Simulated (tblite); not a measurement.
C6H12O2.
Structure used (GFN2-xTB), in Å, numbered top down from 1:
```
atom  x, y, z in Å
C1     2.963    0.042   -0.331
C2     1.590   -0.471    0.035
O3     1.394   -1.495    0.637
O4     0.656    0.372   -0.395
C5    -0.756    0.133   -0.155
C6    -1.453    1.330   -0.802
C7    -1.034    0.099    1.347
C8    -1.190   -1.169   -0.826
H9     3.557   -0.774   -0.734
H10    3.451    0.400    0.573
H11    2.886    0.852   -1.049
H12   -2.530    1.232   -0.699
H13   -1.201    1.383   -1.858
H14   -1.133    2.252   -0.324
H15   -0.542   -0.755    1.804
H16   -2.104    0.024    1.520
H17   -0.666    1.010    1.816
H18   -0.688   -2.016   -0.367
H19   -2.264   -1.294   -0.719
H20   -0.941   -1.144   -1.885
```

Level: GFN2-xTB in tblite, geometry and Hessian alike; calculated harmonic values, unscaled, isolated species. This tight-binding method is rough: wavenumbers can miss measured ones by several per cent, in bad cases by 10 to 20. One conformer, not necessarily the lowest.

Harmonic wavenumbers (cm⁻¹): 32.4, 83.9, 121.2, 163.3, 176.6, 226.3, 228.7, 303.5, 321.3, 336.8, 420.2, 449.7, 451.4, 593.8, 628.4, 797.8, 883.8, 948.6, 952.6, 964.5, 970.0, 1004.9, 1010.4, 1034.8, 1040.5, 1186.7, 1216.1, 1249.0, 1260.1, 1364.1, 1394.2, 1394.5, 1415.5, 1445.3, 1451.6, 1468.8, 1482.1, 1485.6, 1486.9, 1487.6, 1503.8, 1773.0, 3028.4, 3032.7, 3034.4, 3044.3, 3047.3, 3048.1, 3048.5, 3050.0, 3055.7, 3056.7, 3060.9, 3067.5.

A = 3327, B = 1452, C = 1310 MHz; mass 116.084 u (most abundant isotopes); point group C1, symmetry number 1.

Task: What is the zero-point energy?

Result: Half the sum of the wavenumbers: 37392 cm⁻¹ = 447.31 kJ/mol.

Task: What is S at 350 K and 1 bar for an ideal gas of classical rigid rotors and harmonic oscillators?

Result: Translation 171.48, rotation 120.49, vibration 147.46: S = 439.4 J/(mol K).

Task: And Cp and H(350 K) − H(0)?

Result: Cp = 181.55 J/(mol K), of which vibrations give 148.29 (their classical limit is 54 R = 449.0); H(350 K) − H(0) = 38.43 kJ/mol without the zero-point energy, 26.79 from vibrations.

Task: How do the functions run with temperature in this model?

Result: 
| T (K) | S (J/(mol K)) | Cp (J/(mol K)) | H − H(0) (kJ/mol) | G − H(0) (kJ/mol) | ln q(vib) |
| --- | --- | --- | --- | --- | --- |
| 50 | 241.3 | 53.8 | 2.10 | -9.97 | 0.64 |
| 100 | 286.9 | 80.3 | 5.46 | -23.23 | 1.83 |
| 298.15 | 412.0 | 160.7 | 29.56 | -93.29 | 7.16 |
| 373.15 | 451.4 | 190.7 | 42.74 | -125.68 | 9.14 |
| 500 | 513.8 | 237.2 | 69.97 | -186.95 | 12.43 |
| 750 | 623.9 | 305.7 | 138.42 | -329.52 | 18.68 |
| 1000 | 718.6 | 352.1 | 221.00 | -497.63 | 24.53 |

q(vib) and H(0) count from the zero-point level.

Task: Blend soft modes into free rotors: weight 1/[1 + (100 cm⁻¹/ν̃)⁴] for the oscillator and the rest for a rotor with moment μB/(μ + B), μ = h/(8π²ν), B = 10⁻⁴⁴ kg m². What vibrational entropy results?

Result: 136.24 J/(mol K) in place of 147.46, which changes −T·S at 350 K by +3.93 kJ/mol.

Task: What must be added to the electronic energy to get the Gibbs energy at 350 K and 1 bar?

Result: ZPE + [H(350 K) − H(0)] − T·S = 447.31 + 38.43 − 153.80 = 331.94 kJ/mol.

Hindered rotation and anharmonicity are outside this model. Other conformers, if any are populated, would add a mixing term that is left out. The structure is chiral; the term R ln 2 for an equal mix with its mirror image is left out.

Hardware: Arm Neoverse V1, one thread, shared host. The figure is for the frequency step alone.
